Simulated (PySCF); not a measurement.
C5H6O2, SMILES Cc1coc(O)c1.

Geometry optimised at TPSSh-D3(BJ)/def2-SVP. Other conformers were not sampled.

Two levels are set side by side: TDDFT-PBE/def2-SVPD (PySCF) and TDDFT-CAM-B3LYP/def2-SVPD (PySCF). Vertical, same geometry. The lowest singlet is HOMO→LUMO 100 % with PBE and HOMO→LUMO 94 % with the other functional; states are paired by order. Differences are taken from unrounded values.

```csv
quantity,TDDFT-CAM-B3LYP,TDDFT-PBE,TDDFT-PBE minus TDDFT-CAM-B3LYP
lowest singlet excitation (eV),5.21,4.39,-0.82
lowest triplet excitation (TDA) (eV),3.96,3.98,0.02
first bright state (f over 0.05) (eV),6.06,5.72,-0.33
its oscillator strength,0.17,0.13,-0.04
```

A lower first singlet is the usual sign of a functional without exact exchange. Differences between two approximate levels are no errors against the true value.

Rough cost on one machine, each run with all the roots and properties that it gave: TDDFT-CAM-B3LYP against TDDFT-PBE about 6 times.
